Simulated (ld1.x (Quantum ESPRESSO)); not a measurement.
Results of a calculation; reference values are marked as such.
**Pseudopotentials across the periodic table**

Generated with ld1.x 7.5 (TM, RRKJ, ultrasoft, PAW), atompaw 4.2 or ONCVPSP 4.0.1. The cutoff is in Ry: for ld1.x and atompaw files where the sum of valence levels is converged to 10 mRy in a Bessel basis, for ONCV files where the hardest occupied wave has 1 mHa per electron of residual kinetic energy. The error is the largest all-electron minus pseudo excitation energy over each file’s own four to seven test configurations (ionisations up to +4, promotions, holes and added fractions of an electron), all of which were solved. The labels leave out finer settings (local radius, basis sizes, second energies), which also bear on the numbers. Spin-polarised tests are not counted. The rows are a selection from randomly drawn settings: files with unsolved tests, undetermined cutoffs or missed reference levels are left out.

A true bound ghost makes a file unfit for plane-wave use even where its test errors are small: the radial tests pick states by their node count and pass the ghost by.

| element | potential | cutoff (Ry) | largest error (meV) | bound ghosts |
| --- | --- | --- | --- | --- |
| Be | RRKJ, PBE, scalar-relativistic, rc 1.90/4.20/3.95 (spd), local s, core correction yes, reference 2s2 2p0 | 10 | -244 | none |
| Be | ultrasoft, BLYP, scalar-relativistic, rc 2.00/2.40 (sp), local smoothed, core correction yes, reference 2s1 2p0 | 6 | +6.3 | none |
| N | ultrasoft, PBE, scalar-relativistic, rc 0.90/2.00/1.60 (spd), local smoothed, core correction yes, reference 2s2 2p1 | 35 | +85 | none |
| Al | TM, LDA (PZ), scalar-relativistic, rc 2.25/2.35 (sp), local smoothed, core correction no, reference 3s1.5 3p1.5 | 8 | +71 | none |
| V | ultrasoft, LDA (PZ), scalar-relativistic, rc 1.28/2.14/1.10 (spd), local smoothed, core correction yes, reference 3s2 3p6 3d3 4s1.5 4p0 | 80 | -62 | none |

Question: Fill in the row for Ga: PAW, PBE, scalar-relativistic, rc 2.00/2.30/1.70 (spd), local smoothed, core correction yes, reference 4s2 4p0.5.

Answer: cutoff 6 Ry, largest error -169 meV, bound ghosts: d.

Question: Fill in the row for H: TM, PBE, fully relativistic, rc 0.60/0.55 (sp), local s, core correction no, reference 1s0.75.

Answer: cutoff 35 Ry, largest error +0.1 meV, bound ghosts: none.

Question: Fill in the row for As: RRKJ, PBEsol, scalar-relativistic, rc 1.76/1.76/1.86 (spd), local smoothed, core correction no, reference 4s2 4p3.

Answer: cutoff 40 Ry, largest error +81 meV, bound ghosts: none.
